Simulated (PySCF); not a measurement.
iodine (I$_{2}$), singlet, at a GFN2-xTB geometry (core potentials on I); WB97X/def2-SVPD (PySCF).

Input for PySCF:
```python
from pyscf import gto, scf, dft

mol = gto.M(
    atom='''
I    -0.000000   -0.000000   -1.331921
I     0.000000    0.000000    1.331921
''',
    basis='def2-svpd',
    ecp={'I': 'def2-svpd'},
    charge=0,
    spin=0,
    verbose=4,
)

mf = dft.RKS(mol)
mf.xc = 'wb97x'
mf.kernel()
```

What the program printed (banner, timings and long lists left out):

```
PySCF version 2.14.0

[INPUT] verbose = 4
[INPUT] num. atoms = 2
[INPUT] num. electrons = 50
[INPUT] charge = 0
[INPUT] spin (= nelec alpha-beta = 2S) = 0
[INPUT] symmetry False subgroup None
[INPUT] Mole.unit = angstrom
[INPUT] Symbol           X                Y                Z      unit          X                Y                Z       unit  Magmom
[INPUT]  1 I      0.000000000000   0.000000000000  -1.331921000000 AA    0.000000000000   0.000000000000  -2.516965909557 Bohr   0.0
[INPUT]  2 I      0.000000000000   0.000000000000   1.331921000000 AA    0.000000000000   0.000000000000   2.516965909557 Bohr   0.0

nuclear repulsion = 124.157422559221
number of shells = 26
number of NR pGTOs = 140
number of NR cGTOs = 70
basis = def2-svpd
ecp = {'I': 'def2-svpd'}

******** <class 'pyscf.dft.rks.RKS'> ********
method = RKS
initial guess = minao
damping factor = 0
level_shift factor = 0
DIIS = <class 'pyscf.scf.diis.CDIIS'>
diis_start_cycle = 1
diis_space = 8
diis_damp = 0
SCF conv_tol = 1e-09
SCF conv_tol_grad = None
SCF max_cycles = 50
direct_scf = True
direct_scf_tol = 1e-13
XC library pyscf.dft.libxc version 7.1.2
    S. Lehtola, C. Steigemann, M. J. T. Oliveira, and M. A. L. Marques,  SoftwareX 7, 1–5 (2018)
XC functionals = wb97x
    J.-D. Chai and M. Head-Gordon,  J. Chem. Phys. 128, 084106 (2008)
radial grids:
    Treutler-Ahlrichs [JCP 102, 346 (1995); DOI:10.1063/1.469408] (M4) radial grids

becke partition: Becke, JCP 88, 2547 (1988); DOI:10.1063/1.454033
pruning grids: <function nwchem_prune>
grids dens level: 3
symmetrized grids: False
atomic radii adjust function: <function treutler_atomic_radii_adjust>
small_rho_cutoff = 0
Set gradient conv threshold to 3.16228e-05
Initial guess from minao.
tot grids = 43920
init E= -531.953878520538
  HOMO = -1.5400960518314  LUMO = -1.45145691959596  gap/eV = 2.41199
cycle= 1 E= -593.761409273001  delta_E= -61.8  |g|= 3.48  |ddm|= 11.9
  HOMO = -0.0882818798750973  LUMO = 0.055561035039311  gap/eV = 3.91417
cycle= 2 E= -595.175404426754  delta_E= -1.41  |g|= 1.55  |ddm|= 8.57
  HOMO = -0.352038333405944  LUMO = -0.076903027241511  gap/eV = 7.48681
cycle= 3 E= -595.498427903539  delta_E= -0.323  |g|= 0.126  |ddm|= 1.97
  HOMO = -0.343939810978637  LUMO = -0.0603874557932826  gap/eV = 7.71585
cycle= 4 E= -595.503524646992  delta_E= -0.0051  |g|= 0.0382  |ddm|= 0.281
  HOMO = -0.351132656969522  LUMO = -0.0662134163611121  gap/eV = 7.75305
cycle= 5 E= -595.504026618616  delta_E= -0.000502  |g|= 0.00463  |ddm|= 0.0498
  HOMO = -0.351745352797532  LUMO = -0.0667510007464491  gap/eV = 7.75509
cycle= 6 E= -595.504036828808  delta_E= -1.02e-05  |g|= 0.000956  |ddm|= 0.0118
  HOMO = -0.351406738273486  LUMO = -0.066322951126879  gap/eV = 7.75752
cycle= 7 E= -595.504037320001  delta_E= -4.91e-07  |g|= 0.000124  |ddm|= 0.00345
  HOMO = -0.351372525748735  LUMO = -0.0662744990682107  gap/eV = 7.75791
cycle= 8 E= -595.504037332635  delta_E= -1.26e-08  |g|= 8.35e-06  |ddm|= 0.000588
  HOMO = -0.351374057316709  LUMO = -0.0662753058090626  gap/eV = 7.75793
cycle= 9 E= -595.504037332703  delta_E= -6.88e-11  |g|= 1.11e-06  |ddm|= 3.67e-05
  HOMO = -0.351374237745752  LUMO = -0.0662754898151672  gap/eV = 7.75793
Extra cycle  E= -595.504037332705  delta_E= -1.36e-12  |g|= 3.44e-07  |ddm|= 5.25e-06
converged SCF energy = -595.504037332705
```
